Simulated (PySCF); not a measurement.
Magnetic susceptibility: `OB(O)CC[SiH3]`, C2H9BO2Si

Cartesian coordinates in Å; atom numbers follow the order of the lines, from 1:
```xyz
15

O    -2.764    1.096    0.875
B    -1.829    0.139    0.621
O    -2.225   -1.144    0.826
C    -0.363    0.506    0.118
C     0.576   -0.683   -0.112
Si    2.312   -0.196   -0.669
H    -2.436    1.984    0.714
H    -1.524   -1.771    0.627
H    -0.456    1.101   -0.810
H     0.083    1.205    0.852
H     0.162   -1.368   -0.874
H     0.685   -1.280    0.812
H     2.245    0.558   -1.960
H     2.947    0.688    0.359
H     3.174   -1.403   -0.862
```

Method used: PySCF, GIAO wB97X-D/pcSseg-1 magnetisability, rotational g tensor and spin-rotation constants, non-relativistic, gas phase. Geometry: PBE0-D3(BJ)/def2-SVP.

(1) How diamagnetic is it, and how anisotropic?

(2) Split it along the inertial axes a, b, c into diamagnetic and paramagnetic parts about the centre of mass, with the quadrupole moment.

(3) And the rotational g tensor?

## Answers

(1) Isotropic -1168 × 10⁻³⁰ J/T², or -70.4 × 10⁻⁶ cm³/mol; principal values -1210, -1188, -1107 × 10⁻³⁰ J/T², anisotropy 93 × 10⁻³⁰ J/T² (root of half the summed squared differences of the principal values). The susceptibility is in cgs units.

(2) 
| axis | χ (10⁻⁶ cm³/mol) | diamagnetic (10⁻⁶ cm³/mol) | paramagnetic (10⁻⁶ cm³/mol) | summed x² of all electrons (Å²) | quadrupole Θ (D Å) |
| --- | --- | --- | --- | --- | --- |
| a | -71.1 | -266.9 | 195.8 | 262.4 | -16.98 |
| b | -67.1 | -1179.3 | 1112.2 | 47.3 | +12.10 |
| c | -72.9 | -1314.1 | 1241.3 | 15.6 | +4.88 |

Anisotropies 2χaa − χbb − χcc = -2.2 and 2χbb − χaa − χcc = +9.7 × 10⁻⁶ cm³/mol. Θ is traceless in Buckingham's convention.

(3) 
| axis | rotational constant (GHz) | g | nuclear part | electronic part |
| --- | --- | --- | --- | --- |
| a | 7.3839 | -0.0192 | 0.6602 | -0.6794 |
| b | 1.0773 | -0.0135 | 0.5494 | -0.5629 |
| c | 0.9619 | -0.0075 | 0.5534 | -0.5609 |

Asymmetric top; isotopes 11B, 12C, 1H, 16O, 28Si; no vibrational averaging.
